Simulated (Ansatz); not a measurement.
`C[SiH2][NH][ZnH]` → `[SiH2]` + `C[NH][ZnH]` at 400 K and 1 bar (silylene formation by 1,1-elimination).

Isolated molecules relaxed with PBE0-D4/def2-TZVP in Ansatz; ΔE leaves out vibrations. CCSD(T)/CBS is the MP2 limit (def2-TZVPP, def2-QZVPP) plus CCSD(T) − MP2 in def2-TZVPP, frozen cores. This one scheme is used for every species. For Zn outer-core shells are correlated without core-valence functions, which leaves a few kJ/mol of doubt a bond. Scalar relativity is left out up to krypton. Each species was taken in one conformer, which may not be the lowest.

```json
{"species": "`C[SiH2][NH][ZnH]`", "CCSD(T)/CBS energy (Eh)": "-2164.46335", "H − E (kJ/mol)": "233.3", "S (J/(mol·K))": "393.7"}
{"species": "`[SiH2]`", "CCSD(T)/CBS energy (Eh)": "-290.19011", "H − E (kJ/mol)": "44.2", "S (J/(mol·K))": "218.1"}
{"species": "`C[NH][ZnH]`", "CCSD(T)/CBS energy (Eh)": "-1874.12279", "H − E (kJ/mol)": "180.7", "S (J/(mol·K))": "329.0"}
```

H − E and S are ideal-gas, rigid-rotor, harmonic terms from PBE0-D4/def2-TZVP, for one conformer and one mirror image of each species. 1 Eh = 2625.50 kJ/mol, R = 8.31446 J/(mol·K).

Task: By hand: ΔE, ΔH, ΔS and ΔG.

Result: ΔE = (-290.19011) + (-1874.12279) − (-2164.46335) = 0.15045 Eh = 395.0 kJ/mol. Δ(H − E) = 44.2 + 180.7 − 233.3 = -8.4, so ΔH = 386.6 kJ/mol. ΔS = 218.1 + 329.0 − 393.7 = 153.4 J/(mol·K). ΔG = 386.6 − 400 × (153.4)/1000 = 325.2 kJ/mol.

Task: By hand: the equilibrium constant, and the temperature at which ΔG would vanish if ΔH and ΔS stayed fixed.

Result: log₁₀ K = −ΔG/(RT ln 10) = -42.5. ΔG = 0 at ΔH/ΔS = 2520 K, far beyond where these terms or the molecules hold.

The number of gas molecules changes by +1, which sets the sign of ΔS. A doubt of 5 kJ/mol in ΔE shifts log₁₀ K by 0.7 here. Other conformers and mirror images would add mixing entropy, several J/(mol·K) or more a flexible species. Modes under 60 cm⁻¹, often nearly free rotors, make the harmonic entropy too high. These are equilibria of isolated gas molecules and say nothing of rates. Largest T1 diagnostic: 0.015 (customary marks: 0.02 for closed shells, 0.045 for open ones).
